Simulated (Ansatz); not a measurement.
Gas-phase electronic energies from Ansatz, PBE0-D4/def2-TZVP geometries. CCSD(T)/CBS is the MP2 limit (def2-TZVPP, def2-QZVPP) plus CCSD(T) − MP2 in def2-TZVPP, frozen cores. Functionals use def2-TZVPP. B3LYP here is the variant with VWN-RPA as its local correlation; programs differ in this. Elements past krypton have def2 core potentials. For Te outer-core shells are correlated without core-valence functions, which leaves a few kJ/mol of doubt a bond. Each species was taken in one conformer, which may not be the lowest.

Reaction (isomerisation): `[SiH3]OC[TeH]` → `OC([SiH3])[TeH]`

`[SiH3]OC[TeH]`:

Cartesian coordinates in Å:
```
Si 0.003 1.292 -0.802
O 0.401 0.708 0.692
C 0.507 -0.639 1.002
Te -1.363 -1.751 1.055
H 0.357 2.729 -0.772
H -1.443 1.120 -1.091
H 0.788 0.571 -1.842
H 0.903 -0.737 2.013
H 1.154 -1.181 0.308
H -1.309 -2.112 -0.563
```

`OC([SiH3])[TeH]`:

```xyz
10

O    -0.620   -1.205    1.044
C    -0.294   -0.391   -0.044
Si    0.113    1.352    0.564
Te    1.443   -1.098   -1.176
H    -0.756   -2.108    0.738
H    -1.083   -0.356   -0.804
H     0.151    2.254   -0.614
H     1.438    1.339    1.236
H    -0.924    1.815    1.524
H     0.532   -1.603   -2.467
```

```csv
level,ΔE (kJ/mol),difference from CCSD(T)/CBS
PBE0-D4,88.1,-6.1
B3LYP-D4,98.3,4.1
B2PLYP,99.8,5.6
r2SCAN,94.3,0.1
PBE0,88.5,-5.7
B3LYP,99.3,5.1
MP2/def2-TZVPP,97.0,2.8
SCS-MP2/def2-TZVPP,100.9,6.7
HF/CBS(def2),116.6,22.4
MP2/CBS(def2),95.3,1.1
CCSD(T)/CBS,94.2,0
```

Largest T1 diagnostic among the species: 0.012.

From PBE to PBE0 (25 % exact exchange), in def2-TZVPP and without D4, ΔE moves by +4.8 kJ/mol. In def2-TZVPP, CCSD(T) changes the Hartree–Fock value by −19.2 kJ/mol (the triples alone add −2.9 kJ/mol) and MP2 by −18.0 kJ/mol.
